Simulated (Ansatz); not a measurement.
Several settings on one geometry of (ClBe-mu-H)2 (Be2H2Cl2) (that of the charge 0 singlet, PBE-D4/def2-TZVP). Ansatz on 4 threads of Arm Neoverse V1 on a shared host; times are rough.

| atom | x (Å) | y (Å) | z (Å) |
| --- | --- | --- | --- |
| Be1 | 0.1419 | 0.3815 | -0.9036 |
| Cl2 | 0.4031 | 1.0836 | -2.5669 |
| H3 | -0.9713 | 0.5197 | 0.0669 |
| Be4 | -0.1416 | -0.3813 | 0.9037 |
| Cl5 | -0.4029 | -1.0829 | 2.5672 |
| H6 | 0.9709 | -0.5206 | -0.0674 |

Totals from different functionals, basis sets or treatments of relativity can't be compared as stabilities.

HSE06 is defined as in plane-wave codes, on full-range PBE exchange.

Scalar relativity in a set contracted without it gives distorted totals.

The spins typed aren't always the lowest for that charge.

Give the basis size and estimate the energy, ⟨S²⟩ and time of these runs.

```json
{"run": "1", "method": "RKS r2SCANh/def2-SVP", "charge": "0", "state": "singlet", "further keys": "fitting: {mean_field: def2-universal-jkfit}; scf: {lower_state_search: off}"}
{"run": "2", "method": "ROKS HSE06/pcseg-2", "charge": "1", "state": "doublet", "further keys": "scf: {omitted_lower_state_checks: [starts]}"}
{"run": "3", "method": "UKS ωB97X-V/STO-3G", "charge": "0", "state": "triplet", "further keys": "point_charges: [{charge: -1.00, position_ang: [5.149, 0.547, 0.497]}]"}
{"run": "4", "method": "RKS ωB97X-V/6-31G", "charge": "0", "state": "singlet", "further keys": "pseudopotentials: {relativity: scalar}; scf: {omitted_lower_state_checks: [starts]}; forces asked"}
```


| run | functions | energy (Eh) | ⟨S²⟩ | wall time |
| --- | --- | --- | --- | --- |
| 1 | 64 | -950.8433 | – | 0.71 s |
| 2 | 126 | -950.5187 | – | 1.9 s |
| 3 | 30 | -940.5401 | 2.01 | 3.4 s |
| 4 | 48 | -953.5245 | – | 2.2 s |
